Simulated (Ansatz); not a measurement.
Species: sum formula SiHF2, net charge -1, singlet state. It need not be the lowest isomer of its formula. Whether it binds its extra electron was not tested at this geometry. 
Geometry from a B3LYP-D3(BJ)/def2-TZVP (Ansatz, a first-principles code) optimisation:
```
Si
F 1 1.6939
F 1 1.6939 2 97.69
H 1 1.5773 2 95.35 3 96.15
```
Charge -1, spin multiplicity 1.

Basis-set convergence of Hartree-Fock and CCSD correlation energies (hartree) with Ansatz. Cores are frozen in the correlated levels unless marked. Spin-orbit coupling is left out. No relativistic terms.

| basis | functions | E(HF) | E(corr, CCSD) |
|---|---|---|---|
| aug-cc-pV(D+d)Z | 87 | -488.53063 | -0.54202 |
| aug-cc-pV(T+d)Z | 170 | -488.59761 | -0.66554 |
| aug-cc-pV(Q+d)Z | 295 | -488.61636 | -0.70977 |

Extrapolating the two largest sets (X = 3 and 4) as X^-3: E(corr) = (64·(-0.70977) - 27·(-0.66554))/37 = -0.7420 Eh, an estimate of the basis-set limit. The largest set recovers 95.7 % of it, the smallest 73.0 %.
